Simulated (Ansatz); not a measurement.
`[AlH2][B]([SiH3])O[SiH3]` + H–F → `F[B]([AlH2])[SiH3]` + `O[SiH3]` at 600 K and 1 bar (ligand exchange at a B–O bond).

Computed with Ansatz on PBE0-D4/def2-TZVP structures; ΔE is electronic, products minus reactants. CBS: MP2 limit from def2 TZ/QZ plus the TZ coupled-cluster correction, frozen cores. This one scheme is used for every species. Each species was taken in one conformer, which may not be the lowest.

```tsv
species	CCSD(T)/CBS energy (Eh)	H − E (kJ/mol)	S (J/(mol·K))
`[AlH2][B]([SiH3])O[SiH3]`	-924.97253	272.6	536.9
H–F	-100.39570	42.3	194.0
`F[B]([AlH2])[SiH3]`	-658.67346	177.5	460.5
`O[SiH3]`	-366.69042	135.7	307.9
```

H − E and S are ideal-gas, rigid-rotor, harmonic terms from PBE0-D4/def2-TZVP, for one conformer and one mirror image of each species. 1 Eh = 2625.50 kJ/mol, R = 8.31446 J/(mol·K).

Problem. By hand: ΔE, ΔH, ΔS and ΔG.

Solution. ΔE = (-658.67346) + (-366.69042) − (-924.97253) − (-100.39570) = 0.00435 Eh = 11.4 kJ/mol. Δ(H − E) = 177.5 + 135.7 − 272.6 − 42.3 = -1.7, so ΔH = 9.7 kJ/mol. ΔS = 460.5 + 307.9 − 536.9 − 194.0 = 37.5 J/(mol·K). ΔG = 9.7 − 600 × (37.5)/1000 = -12.8 kJ/mol.

Problem. By hand: the equilibrium constant, and the temperature at which ΔG would vanish if ΔH and ΔS stayed fixed.

Solution. log₁₀ K = −ΔG/(RT ln 10) = 1.1. ΔG = 0 at ΔH/ΔS = 259 K, though so small a ΔH makes that figure unsure.

TΔS isn't small against ΔH here. A doubt of 5 kJ/mol in ΔE shifts log₁₀ K by 0.4 here. Other conformers and mirror images would add mixing entropy, several J/(mol·K) or more a flexible species. Modes under 60 cm⁻¹, often nearly free rotors, make the harmonic entropy too high. These are equilibria of isolated gas molecules and say nothing of rates. Largest T1 diagnostic: 0.015 (customary marks: 0.02 for closed shells, 0.045 for open ones).
